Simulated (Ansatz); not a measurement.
Single points on CrO2(OH)2 (CrO₄H₂).

```yaml
crystal:
  periodic: [false, false, false]
  atoms:
    - {symbol: Cr, position_ang: [0.294459, 0.081130, 0.247642]}
    - {symbol: O, position_ang: [0.170209, 0.030974, 1.806764]}
    - {symbol: O, position_ang: [1.734669, 0.494072, -0.204184]}
    - {symbol: O, position_ang: [-0.875738, 1.247333, -0.341652]}
    - {symbol: H, position_ang: [-0.609753, 1.675763, -1.182034]}
    - {symbol: O, position_ang: [-0.043104, -1.500490, -0.431260]}
    - {symbol: H, position_ang: [-0.670743, -2.028793, 0.104725]}
basis:
  gaussian: {orbitals: def2-TZVPD, initial_orbitals: start.molden}
hamiltonian: {xc: pbe0, dispersion: d4}
scf: {omitted_lower_state_checks: [starts]}
output: {orbitals: {seedname: orbitals}}
```

The file start.molden holds the orbitals of an earlier run on this structure, at another level or in another basis.

```sh
$ ansatz run in.yaml --threads 4 --pin off --events-out ev --progress --plain --max-ram 3916MiB
```

Output, abridged:

```
Functional definition: PBE0
1334 factors; their error is unknown
mean field evaluation 1: about -36632.4742 eV, gradient 8.0e0 eV
mean field evaluation 2: about -36632.5778 eV, gradient 1.4e-1 eV
mean field evaluation 4: about -36632.6760 eV, gradient 3.0e-4 eV
mean field -36632.67599652 eV, -1346.2260123524 hartree, gradient 9.7e-6 eV, S^2 0.000000; 0 other end points of the search recorded, 0 dependent functions left out
reference -36632.67605262 eV, -1346.2260144142 hartree; 29, 29 occupied and 197, 197 virtual orbitals, 1334 factors
Total energy: -36632.80697774 eV, -1346.2308258235 hartree
Checks for a lower state left out: starts
```

Hardware: 4 threads of Arm Neoverse V1 on a shared host. Wall time 3.9 s, peak host memory 0.6 GiB.

The first input with `gaussian: {orbitals: def2-TZVP, initial_orbitals: start.molden}`, `hamiltonian: {xc: {name: wB97M-V}}` (abridged; 8.5 s):

```
Functional definition: wB97M-V
mean field -36642.49839685 eV, -1346.5869789069 hartree, gradient 1.3e-5 eV, S^2 0.000000
Total energy: -36642.49845874 eV, -1346.5869811811 hartree
Checks for a lower state left out: starts
```

The first input with `gaussian: {orbitals: def2-TZVP, initial_orbitals: start.molden}`, `hamiltonian: {xc: {name: PBE-QIDH}}` and without the key `output` (abridged; 4.7 s):

```
Functional definition: PBE-QIDH
mean field -36608.70490182 eV, -1345.3450908703 hartree, gradient 3.4e-6 eV, S^2 0.000000; unrestricted orbitals would lower it
9 core orbitals not correlated: weight in the atoms' cores, before any rotation towards them, 1.000 or more for the frozen orbitals, at most 0.000 for the correlated occupied ones
second order -59.67102857 eV of doubles, -0.00000000 eV of singles
Total energy: -36628.59525678 eV, -1346.0760479330 hartree
Checks for a lower state left out: starts
```

The first input with `gaussian: {orbitals: def2-TZVP, initial_orbitals: start.molden}` (abridged; 2.6 s):

```
Functional definition: PBE0
mean field -36632.57283282 eV, -1346.2222211563 hartree, gradient 1.4e-5 eV, S^2 0.000000
Total energy: -36632.70379380 eV, -1346.2270338837 hartree
Checks for a lower state left out: starts
```

The first input with `gaussian: {orbitals: def2-TZVP, initial_orbitals: start.molden}`, `hamiltonian: {xc: {name: revPBE}, dispersion: d4}` (abridged; 1.8 s):

```
Functional definition: revPBE
mean field -36644.41484512 eV, -1346.6574070818 hartree, gradient 1.6e-5 eV, S^2 0.000000
Total energy: -36644.89679073 eV, -1346.6751182560 hartree
Checks for a lower state left out: starts
```

As the first input, with `gaussian: {orbitals: def2-TZVP, initial_orbitals: start.molden}`, `hamiltonian: {xc: r2scan, dispersion: d4}`, `output: {forces: true, orbitals: {seedname: orbitals}}` (abridged; 4.3 s):

```
Functional definition: r2SCAN
mean field -36644.52741556 eV, -1346.6615439691 hartree, gradient 2.5e-5 eV, S^2 0.000000
Total energy: -36644.56337183 eV, -1346.6628653375 hartree
Atom 0 force     0.073738     0.022674     0.063609 eV/Å
Atom 1 force    -0.017339     0.011857    -0.054820 eV/Å
Atom 2 force    -0.050646    -0.031096    -0.002476 eV/Å
Atom 3 force     0.137084     0.215160    -0.472886 eV/Å
Atom 4 force    -0.142008    -0.228873     0.476800 eV/Å
Atom 5 force    -0.358956    -0.276439     0.279219 eV/Å
Atom 6 force     0.358126     0.286717    -0.289446 eV/Å
Dipole moment:    -0.341185    -0.094194    -0.287091 e Å
Checks for a lower state left out: starts
```

Geometry: PBE-D4/def2-SVP.

Correlated methods freeze 9 core orbitals; core or outer-core shells of Cr are correlated, in sets that lack core-valence functions. The restricted singlet is unstable towards broken spin symmetry at other levels; at PBE0-D4/def2-TZVPD, ωB97M-V/def2-TZVP, PBE0-D4/def2-TZVP, revPBE-D4/def2-TZVP and others this wasn't settled. At PBE-QIDH/def2-TZVP the restricted singlet (for correlated methods, its reference) is unstable: a solution with broken spin symmetry lies lower. The geometry of the singlet was relaxed on an unsound state (restricted singlet, unstable towards broken spin symmetry at other levels and untested here).
